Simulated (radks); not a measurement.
Question: The mean radii <r> (bohr) of the occupied orbitals of an atom or ion are listed with their occupations. All-electron calculation, scalar-relativistic Kohn-Sham, r2SCAN, spin-polarised, spherical densities, finite nucleus; meta-GGA in the generalised Kohn-Sham scheme; Fermi nuclear charge, rms radius of each element as measured or else 0.836 A^(1/3) + 0.57 fm. Program: a radial shooting solver on a logarithmic mesh with Libxc functionals.

| orbital | occ. | <r> |
|---|---|---|
| 1s up | 1 | 0.1113 |
| 1s down | 1 | 0.1113 |
| 2s up | 1 | 0.5654 |
| 2s down | 1 | 0.5656 |
| 2p up | 3 | 0.5365 |
| 2p down | 3 | 0.5365 |
| 3s up | 1 | 2.187 |
| 3s down | 1 | 2.178 |
| 3p up | 2 | 2.725 |

Name the element and its charge. Open shells, if any, are filled with parallel spins first.

Answer: Z = 14, silicon, charge 0: Si in [Ne] 3s2 3p2. The 1s radius gives Z: for a bare nucleus <r> = (2 gamma + 1)/(2Z) with gamma = sqrt(1 - (Z/c)^2), 0.1068 bohr for Z = 14, and screening makes it slightly larger (0.1113 here). The occupations add up to 14, and the charge is Z minus that.
